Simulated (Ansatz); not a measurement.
Input file for Ansatz (an electronic-structure program): R-B97M-V/def2-TZVPP on C3H8O (SMILES CCCO).

Ansatz 0.2 input:
```yaml
crystal:
  periodic: [false, false, false]
  atoms:
    - {symbol: C, position_ang: [-1.31846145, 0.51081731, 0.12564831]}
    - {symbol: C, position_ang: [-0.24721129, -0.31782452, -0.57669031]}
    - {symbol: C, position_ang: [0.97420069, -0.58641205, 0.29302023]}
    - {symbol: O, position_ang: [1.64306603, 0.60312692, 0.70565065]}
    - {symbol: H, position_ang: [-1.70058218, -0.01348782, 1.00487772]}
    - {symbol: H, position_ang: [-0.91287770, 1.46550950, 0.46144613]}
    - {symbol: H, position_ang: [-2.16187127, 0.71188496, -0.53690601]}
    - {symbol: H, position_ang: [-0.66037917, -1.28183211, -0.89127001]}
    - {symbol: H, position_ang: [0.07589322, 0.18767346, -1.49461677]}
    - {symbol: H, position_ang: [0.67446496, -1.08200143, 1.21883367]}
    - {symbol: H, position_ang: [1.66833713, -1.25575901, -0.22998281]}
    - {symbol: H, position_ang: [1.96542103, 1.05830479, -0.08001080]}
basis:
  gaussian:
    orbitals: def2-TZVPP
hamiltonian:
  xc: {name: B97M-V}
scf: {lower_state_search: off}
```

The head of its log:

```
WARN ansatz: RAYON_NUM_THREADS=2 ignored (pool sized by the plan → 2); use --threads N
Functional definition: B97M-V
these checks for a lower state are left out or cut short: stability, starts, cluster_reference, orbital_swaps, neighbouring_geometries, increment
integrals: 0.14 GiB planned
1163 factors; their error is unknown
mean field: 1.24 GiB planned
mean field evaluation 1: about -5279.3401 eV, gradient 7.0e1 eV
mean field evaluation 2: about -5265.7301 eV, gradient 1.0e2 eV
```

Q: Give the final energy of this run.

A: -194.4096 hartree.
